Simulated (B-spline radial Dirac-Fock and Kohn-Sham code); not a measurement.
## Magnetic form factor of the 4f shell of Nd

System: the Nd atom, configuration [Xe] 4f3 6s2 6p1 (not the ground configuration).

Input file task.json (cfg lists n, l and occupation; rrms is the nuclear radius in fm):

```json
{"items": [{
  "Z": 60,
  "q": 0,
  "cfg": [[1, 0, 2], [2, 0, 2], [2, 1, 6], [3, 0, 2], [3, 1, 6], [3, 2, 10], [4, 0, 2], [4, 1, 6], [4, 2, 10], [4, 3, 3], [5, 0, 2], [5, 1, 6], [6, 0, 2], [6, 1, 1]],
  "A": 142,
  "rrms": 4.9123,
  "do": ["scatter"],
  "s": [0.0, 0.05, 0.1, 0.15, 0.2, 0.25, 0.3, 0.35, 0.4, 0.45, 0.5, 0.6, 0.7, 0.8, 0.9, 1.0, 1.1, 1.2, 1.4, 1.6, 1.8, 2.0, 2.5, 3.0, 3.5, 4.0, 5.0, 6.0],
  "pz": [0, 0.1, 0.2, 0.3, 0.4, 0.5, 0.6, 0.8, 1.0, 1.2, 1.4, 1.6, 1.8, 2.0, 2.5, 3.0, 4.0, 5.0, 7.0, 10.0, 15.0, 20.0, 30.0, 40.0, 60.0, 100.0],
  "hv_scatter": [1000, 2000, 10000, 17479.3, 20000, 30000, 100000, 500000]
}]}
```

Command: `python xray_run.py task.json out`

Calculated with a radial finite-basis atomic code, using configuration-average Dirac-Fock orbitals. ⟨j_K⟩ is the integral of the 4f radial density with the spherical Bessel function j_K(4πsr), s = sin θ/λ.

```
s (Å⁻¹)     ⟨j0⟩    ⟨j2⟩    ⟨j4⟩    ⟨j6⟩
      0   1.0000  0.0000  0.0000  0.0000
   0.05   0.9794  0.0082  0.0000  0.0000
    0.1   0.9211  0.0308  0.0006  0.0000
   0.15   0.8343  0.0627  0.0026  0.0001
    0.2   0.7308  0.0977  0.0068  0.0004
   0.25   0.6215  0.1307  0.0137  0.0012
    0.3   0.5151  0.1581  0.0227  0.0028
   0.35   0.4170  0.1782  0.0332  0.0052
    0.4   0.3303  0.1908  0.0442  0.0085
   0.45   0.2560  0.1965  0.0550  0.0124
    0.5   0.1938  0.1965  0.0650  0.0170
    0.6   0.1019  0.1837  0.0808  0.0268
    0.7   0.0441  0.1613  0.0904  0.0363
    0.8   0.0103  0.1356  0.0940  0.0444
    0.9  -0.0080  0.1104  0.0930  0.0504
      1  -0.0166  0.0877  0.0886  0.0544
    1.1  -0.0194  0.0683  0.0821  0.0565
    1.2  -0.0191  0.0523  0.0744  0.0568
    1.4  -0.0147  0.0293  0.0584  0.0538
    1.6  -0.0097  0.0155  0.0439  0.0479
```

Radial moments of the shell: ⟨r²⟩ = 1.136, ⟨r⁴⟩ = 3.119, ⟨r⁶⟩ = 17.81 in powers of bohr.
